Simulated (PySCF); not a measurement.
**Basis and Hamiltonian dependence of the electron affinity of Pt**

Pt⁻ [Xe] 4f14 5d9 6s2 (2D) → Pt [Xe] 4f14 5d9 6s1 (3D). Calculated with PySCF 2.14 from differences of total energies of unrestricted determinants, without spin-orbit coupling. Values in eV.

| basis | Hamiltonian | functions | UHF | r2SCAN | PBE0 | MP2 (valence) | CCSD(T) (valence) | CCSD(T) (valence and next inner shell) |
| --- | --- | --- | --- | --- | --- | --- | --- | --- |
| def2-SVPD with the def2 core potential (60 electrons) | ECP | 35 | 0.217 | 1.821 | 1.653 | 1.599 | n/a | n/a |
| aug-cc-pVDZ-PP with ECP60MDF | ECP | 54 | 0.420 | 2.008 | 1.812 | 1.829 | 1.920 | n/a |
| def2-TZVPPD with the def2 core potential (60 electrons) | ECP | 59 | 0.228 | 1.869 | 1.682 | 1.713 | 1.695 | 1.772 |
| aug-cc-pwCVDZ-PP with ECP60MDF | ECP | 70 | 0.440 | 2.004 | 1.816 | 1.859 | 1.932 | 2.031 |
| ANO-RCC-VTZP | spin-free X2C | 84 | 0.376 | 1.954 | 1.776 | 1.811 | 1.871 | 1.934 |
| def2-QZVPPD with the def2 core potential (60 electrons) | ECP | 88 | 0.348 | 1.903 | 1.742 | 1.901 | 1.922 | n/a |
| aug-cc-pVTZ-PP with ECP60MDF | ECP | 88 | 0.421 | 1.984 | 1.810 | 1.913 | 1.998 | n/a |
| x2c-TZVPPall with one added diffuse shell each of s, p, d, f type | spin-free X2C | 113 | 0.443 | 2.023 | 1.842 | 1.892 | 1.989 | 2.054 |
| aug-cc-pVTZ-PP with one added diffuse shell each of s, p, d, f, g type with ECP60MDF | ECP | 113 | 0.422 | 1.985 | 1.811 | 1.933 | n/a | n/a |
| aug-cc-pwCVTZ-PP with ECP60MDF | ECP | 122 | 0.436 | 1.990 | 1.819 | 1.933 | n/a | n/a |
| aug-cc-pVQZ-PP with ECP60MDF | ECP | 135 | 0.427 | 1.987 | 1.815 | 1.957 | n/a | n/a |
| aug-cc-pwCVQZ-PP with ECP60MDF | ECP | 180 | 0.437 | n/a | n/a | 1.969 | n/a | n/a |

Extrapolation of MP2 (valence) from aug-cc-pVTZ-PP with ECP60MDF and aug-cc-pVQZ-PP with ECP60MDF: the correlation parts are 1.492 and 1.530 eV; with the X⁻³ form and unrounded values, (4³ × 1.530 − 3³ × 1.492)/(4³ − 3³) = 1.558 eV, and adding the Hartree-Fock value 0.427 eV of the larger basis gives 1.985 eV.

Extrapolation of MP2 (valence) from aug-cc-pwCVTZ-PP with ECP60MDF and aug-cc-pwCVQZ-PP with ECP60MDF: the correlation parts are 1.497 and 1.532 eV; with the X⁻³ form and unrounded values, (4³ × 1.532 − 3³ × 1.497)/(4³ − 3³) = 1.557 eV, and adding the Hartree-Fock value 0.437 eV of the larger basis gives 1.994 eV.

Frozen in the all-electron rows: valence and next inner shell: [Kr] 4d10 4f14; valence: [Xe] 4f14; with a core potential, the same shells as far as they lie outside it.

In most of these bases the highest occupied level of the anion is positive at r2SCAN, PBE0, so the basis helps to hold the electron.

Between the lowest levels the reference is 2.125 eV (measured; photodetachment measurements, as compiled on the Wikipedia data page of electron affinities); it includes spin-orbit coupling, which these numbers lack.
